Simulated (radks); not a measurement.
Valence configurations of Ir (all share [Xe]). Method: scalar-relativistic Kohn-Sham, SCAN, spin-polarised, spherical densities, finite nucleus; open shells are filled with parallel spins first (spin-orbit coupling, left out, can overturn this in heavy ions); meta-GGA in the generalised Kohn-Sham scheme; Fermi nuclear charge, rms radius 5.4032 fm; computed with a radial shooting solver on a logarithmic mesh with Libxc functionals. Energies are relative to 4f14 5d7 6s2; eigenvalues in eV for spin up.

[
 {"valence": "4f14 5d7 6s2", "E (eV)": "0.000", "moment (Bohr magnetons)": "3", "e(4f)": "-63.103", "e(5d)": "-8.157", "e(6p)": "-", "e(6s)": "-7.066"},
 {"valence": "4f14 5d7.5 6s1.5", "E (eV)": "0.145", "moment (Bohr magnetons)": "3", "e(4f)": "-61.739", "e(5d)": "-7.157", "e(6p)": "-", "e(6s)": "-6.756"},
 {"valence": "4f14 5d6.5 6s2 6p0.5", "E (eV)": "2.572", "moment (Bohr magnetons)": "4", "e(4f)": "-65.459", "e(5d)": "-10.143", "e(6p)": "-2.178", "e(6s)": "-8.273"},
 {"valence": "4f13 5d8 6s2", "E (eV)": "60.931", "moment (Bohr magnetons)": "3", "e(4f)": "-74.411", "e(5d)": "-9.064", "e(6p)": "-", "e(6s)": "-7.036"},
 {"valence": "4f14 5d7 6s1.5 6p0.5", "E (eV)": "2.327", "moment (Bohr magnetons)": "4", "e(4f)": "-63.992", "e(5d)": "-9.075", "e(6p)": "-2.091", "e(6s)": "-7.922"},
 {"valence": "4f14 5d6 6s2 6p1", "E (eV)": "5.409", "moment (Bohr magnetons)": "5", "e(4f)": "-67.826", "e(5d)": "-12.116", "e(6p)": "-2.907", "e(6s)": "-9.237"},
 {"valence": "4f14 5d7 6s1 6p1", "E (eV)": "4.064", "moment (Bohr magnetons)": "5", "e(4f)": "-64.721", "e(5d)": "-9.851", "e(6p)": "-2.663", "e(6s)": "-8.476"},
 {"valence": "4f13 5d7 6s1.5 6p1.5", "E (eV)": "70.498", "moment (Bohr magnetons)": "6", "e(4f)": "-80.224", "e(5d)": "-14.100", "e(6p)": "-3.331", "e(6s)": "-9.902"},
 {"valence": "4f14 5d8 6s1", "E (eV)": "0.180", "moment (Bohr magnetons)": "3", "e(4f)": "-60.385", "e(5d)": "-6.158", "e(6p)": "-", "e(6s)": "-6.453"}
]

NIST lists [Xe] 4f14 5d7 6s2 as the ground configuration; this level of theory agrees among the configurations tried. The energies are those of spherical high-spin densities, not of single terms. No valid solution was reached for [Xe] 4f13 5d6.5 6s2 6p1.5.
